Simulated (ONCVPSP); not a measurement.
# Sn: excitation energies, all-electron against ONCV

```
Element                 : Sn (Z = 50)
Generator               : ONCVPSP 4.0.1
Type                    : optimised norm-conserving Vanderbilt (ONCV)
Functional              : BLYP
Relativity              : scalar-relativistic
Frozen core             : [Kr] 4d10
Valence charge          : 4
Reference configuration : 5s1.5 5p2.5
Partial waves           : 5s: rc 1.60 bohr, ncon 3, nbas 8, qcut 4 1/bohr, 2 projectors, debl 0.8 Ha; 5p: rc 2.80 bohr, ncon 4, nbas 7, qcut 2.7 1/bohr, 2 projectors, debl 0.45 Ha; d scattering state at 0.17 Ha: rc 2.95 bohr, ncon 3, nbas 6, qcut 3.9 1/bohr, 3 projectors, debl 3.8 Ha
Local potential         : polynomial inside 1.20 bohr (lpopt 5, dvloc0 1 Ha)
Core correction         : Teter function fitted to the true core (icmod 2), fcfact 0.7
```

Energies are relative to the spin-unpolarised reference configuration 5s1.5 5p2.5; without spin polarisation the order of configurations can differ from experiment.

```csv
valence configuration,charge,ΔE all-electron (eV),error AE − PS (meV)
5s2 5p1,+1,3.326,+2.8
5s2 5p0,+2,17.306,-28
5s1 5p2,+1,10.986,-14
```

Q: What are ΔE and the potential's error for 5s2 5p2?

A: ΔE = -3.475 eV all-electron; the error (AE − PS) is +0.4 meV.

Note: ghosts flagged at negative energy: s at -105.0 eV; GHOST(+) flagged for p at 12.2 eV, d at 230.6 eV, s at 330.1 eV. A true bound ghost makes a file unfit for plane-wave use.
